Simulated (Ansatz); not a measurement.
Ansatz (an electronic-structure program) input:
A basis named .json is the Basis Set Exchange file of that set.

Ansatz 0.2 input:
```yaml
crystal:
  periodic: [false, false, false]
  atoms:
    - {symbol: Si, position_ang: [-0.01956336, 0.09539492, -0.82632276]}
    - {symbol: C, position_ang: [1.69561231, -0.26807529, -1.46723918]}
    - {symbol: C, position_ang: [-1.27295667, -1.11573444, -1.49481579]}
    - {symbol: C, position_ang: [-0.52045956, 1.86072144, -1.16901404]}
    - {symbol: Br, position_ang: [0.03369424, -0.16429991, 1.42318643]}
    - {symbol: H, position_ang: [2.42794854, 0.41568342, -1.03550888]}
    - {symbol: H, position_ang: [1.99738532, -1.28738280, -1.22192587]}
    - {symbol: H, position_ang: [1.72328755, -0.15604887, -2.55460980]}
    - {symbol: H, position_ang: [-0.99521053, -2.14190270, -1.24972568]}
    - {symbol: H, position_ang: [-1.33692644, -1.02987677, -2.58303775]}
    - {symbol: H, position_ang: [-2.26320082, -0.92384943, -1.07908745]}
    - {symbol: H, position_ang: [-0.56119841, 2.03846761, -2.24717793]}
    - {symbol: H, position_ang: [0.19394032, 2.56171011, -0.73486999]}
    - {symbol: H, position_ang: [-1.50461318, 2.07669716, -0.75064875]}
basis:
  gaussian:
    orbitals: def2-QZVPPD.json
    fitting: {mean_field: def2-universal-jkfit, correlation: def2-QZVPPD-RIFIT.json}
magnetization: {spin_polarized: false}
correlation: {method: mp2, electrons: outside_noble_gas}
```

Q: What final total energy does it print?

A: -2981.29278 Eh (RI-MP2/def2-QZVPPD). The basis has 660 functions. The run takes roughly 70 core-seconds.
